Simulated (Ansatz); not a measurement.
Energy needed to pull apart CH₄B₂O, closed shell, into free ground-state atoms, from the structure below (displaced at random from a GFN2-xTB minimum); no zero-point or spin–orbit terms; open-shell atoms are treated unrestricted, in their ground-state multiplicity.

| atom | x (Å) | y (Å) | z (Å) |
| --- | --- | --- | --- |
| B1 | -0.2714 | 0.6601 | -0.5036 |
| B2 | 0.9213 | 0.7629 | 0.5932 |
| O3 | 0.1804 | -0.4473 | 0.8416 |
| C4 | -0.3056 | -0.7917 | -0.4762 |
| H5 | -1.2906 | 1.4305 | -0.6252 |
| H6 | 1.4730 | 1.1036 | 1.4528 |
| H7 | -1.2224 | -1.4433 | -0.3698 |
| H8 | 0.5785 | -1.5478 | -0.9341 |

Ansatz 0.2.0; basis: def2-TZVPP; cores frozen in the correlated methods.

```json
{"method": "PBE-D4", "atomization energy (kJ/mol)": "3067"}
{"method": "r2SCAN-D4", "atomization energy (kJ/mol)": "?"}
{"method": "PBE0-D4", "atomization energy (kJ/mol)": "2995"}
{"method": "r2SCAN0-D4", "atomization energy (kJ/mol)": "2942"}
{"method": "CAM-B3LYP-D4", "atomization energy (kJ/mol)": "?"}
{"method": "wB97M-V", "atomization energy (kJ/mol)": "2985"}
{"method": "HF", "atomization energy (kJ/mol)": "2142"}
{"method": "MP2", "atomization energy (kJ/mol)": "2954"}
{"method": "CCSD", "atomization energy (kJ/mol)": "2819"}
{"method": "CCSD(T)", "atomization energy (kJ/mol)": "2873"}
```

What does CAM-B3LYP-D4 give? (Judge from chemistry; the value comes from the calculation.)

Computed: 2988 kJ/mol, which is about 115 kJ/mol more than CCSD(T)/def2-TZVPP.

What does r2SCAN-D4 give? (Judge from chemistry; the value comes from the calculation.)

The calculation gives: 3003 kJ/mol, which is about 130 kJ/mol more than CCSD(T)/def2-TZVPP.

In triple zeta the MP2 and coupled-cluster atomization energies are still short of their basis limit by a few kcal/mol a bond, whereas those of the functionals are nearly converged, so these differences are not deviations from converged CCSD(T).

T1 diagnostic: at most 0.018.

For scale, one of the runs: CCSD(T)/def2-TZVPP forces, 180 basis functions (an equivalent command: `ansatz run in.yaml --threads 4`). Hardware: 4 CPU threads, shared host. Wall time 86 s; peak host memory 3.6 GiB.
